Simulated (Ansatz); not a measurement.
Compare A (`C1=[N][AlH][CH2][Se]1`) with its isomer B (`[SeH]C1=[N][AlH][CH2]1`).

Gas-phase electronic energies from Ansatz, PBE0-D4/def2-TZVP geometries. CBS: MP2 limit from def2 TZ/QZ plus the TZ coupled-cluster correction, frozen cores. DFT in def2-TZVPP. For Se outer-core shells are correlated without core-valence functions, which leaves a few kJ/mol of doubt a bond. Scalar relativity is left out up to krypton. One conformer a species, not always the lowest.

A:

Z-matrix (Å, degrees):
```
Al
N 1 1.817
C 1 2.561 2 27.1
Se 1 3.070 2 66.5 3 -0.0
C 1 1.967 2 104.4 3 -0.0
H 1 1.578 2 125.6 3 -180.0
H 3 1.097 1 165.2 2 0.1
H 5 1.092 1 113.7 2 118.0
H 5 1.092 1 113.7 2 -118.0
```

B:

```xyz
9

Se   -1.348    1.778    1.111
C    -0.271    0.697   -0.066
N     0.104    1.160   -1.195
Al    0.943   -0.457   -1.451
C     0.148   -0.717    0.325
H    -1.452    0.772    2.176
H     1.813   -1.108   -2.598
H    -0.703   -1.385    0.473
H     0.766   -0.740    1.225
```

(1) Which isomer does CCSD(T)/CBS put lower? Give the gap. (Best estimate.)

(2) Give E(B) − E(A) in kJ/mol with HF/def2-TZVPP, CCSD/def2-TZVPP, r2SCAN-D4, PBE-D4, ωB97M-V, CCSD(T)/def2-TZVPP, MP2/def2-TZVPP. (Estimate.)

Largest T1 diagnostic: 0.014.

## Answers

(1) Ansatz gave: A, by 89.7 kJ/mol.

(2) Ansatz gave: HF/def2-TZVPP 84.7, CCSD/def2-TZVPP 87.0, r2SCAN-D4 89.3, PBE-D4 88.5, ωB97M-V 84.3, CCSD(T)/def2-TZVPP 89.0, MP2/def2-TZVPP 89.3. None reverses the order clearly.

In def2-TZVPP, CCSD(T) changes the Hartree–Fock value by +4.3 kJ/mol (the triples alone add +2.0 kJ/mol) and MP2 by +4.6 kJ/mol.
